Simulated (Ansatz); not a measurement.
Reaction (ligand exchange at a Ge–C bond): `B[CH]([SiH3])[GeH3]` + `OC(O)O` → `OC(O)[O][GeH3]` + `BC[SiH3]`

Gas-phase electronic energies from Ansatz, PBE0-D4/def2-TZVP geometries. CBS: MP2 limit from def2 TZ/QZ plus the TZ coupled-cluster correction, frozen cores. DFT in def2-TZVPP. B3LYP here is the variant with VWN-RPA as its local correlation; programs differ in this. For Ge outer-core shells are correlated without core-valence functions, which leaves a few kJ/mol of doubt a bond. Scalar relativity is left out up to krypton. Each species was taken in one conformer, which may not be the lowest.

`B[CH]([SiH3])[GeH3]`:

Cartesian coordinates in Å:
```
B -0.972 0.509 -1.270
C -0.068 0.660 -0.047
Si 1.718 0.142 -0.238
Ge -0.947 -0.691 1.130
H -0.889 -0.475 -1.954
H -1.813 1.320 -1.534
H -0.158 1.618 0.473
H 2.369 -0.037 1.091
H 2.484 1.176 -0.985
H 1.787 -1.144 -0.978
H -0.238 -2.044 0.975
H -2.434 -0.857 0.765
H -0.837 -0.178 2.572
```

`OC(O)O`:

```xyz
8

O     0.344    1.139    0.728
C     0.193   -0.129    0.219
O     0.974   -0.267   -0.914
O    -1.122   -0.410   -0.175
H     0.230    1.752   -0.009
H     0.509   -0.809    1.022
H     0.558   -0.931   -1.473
H    -1.686   -0.344    0.601
```

`OC(O)[O][GeH3]`:

```xyz
11

O    -0.144    0.684   -1.232
C    -0.923   -0.130   -0.389
O    -1.660   -1.055   -1.097
O    -0.058   -0.765    0.465
Ge    1.300    0.172    1.183
H    -0.737    1.161   -1.820
H    -1.661    0.482    0.152
H    -1.034   -1.701   -1.446
H     1.718   -0.708    2.367
H     2.439    0.326    0.169
H     0.761    1.534    1.647
```

`BC[SiH3]`:

```xyz
10

B     0.072    0.701   -1.357
C    -0.168    0.798    0.153
Si    0.049   -0.955    0.843
H     1.178    0.798   -1.807
H    -0.831    0.454   -2.104
H    -1.185    1.081    0.443
H     0.567    1.395    0.702
H     1.432   -1.447    0.611
H    -0.209   -0.927    2.306
H    -0.906   -1.899    0.209
```

```json
{"level": "B3LYP-D4", "ΔE (kJ/mol)": "-31.2"}
{"level": "ωB97M-V", "ΔE (kJ/mol)": "-26.6"}
{"level": "B3LYP", "ΔE (kJ/mol)": "-36.3"}
{"level": "HF/def2-TZVPP", "ΔE (kJ/mol)": "-46.4"}
{"level": "SCS-MP2/def2-TZVPP", "ΔE (kJ/mol)": "-28.5"}
{"level": "CCSD/def2-TZVPP", "ΔE (kJ/mol)": "-26.0"}
{"level": "HF/def2-QZVPP", "ΔE (kJ/mol)": "-47.6"}
{"level": "SCS-MP2/def2-QZVPP", "ΔE (kJ/mol)": "-27.0"}
```

**Question.** What does CCSD(T)/CBS give? (Estimate.)

**Answer.** Computed: -19.9 kJ/mol. The listed levels differ from it by -11.3, -6.7, -16.4, -26.5, -8.6, -6.1, -27.7, -7.1 kJ/mol.

Largest T1 diagnostic among the species: 0.012.

In def2-TZVPP, CCSD(T) changes the Hartree–Fock value by +22.7 kJ/mol (the triples alone add +2.3 kJ/mol) and MP2 by +25.0 kJ/mol. The D4 term adds +5.1 kJ/mol with B3LYP and +2.7 kJ/mol with PBE0; it sums over pairs of atoms, weighted by their polarisabilities, and B3LYP, whose exchange is more repulsive, gets the larger term.
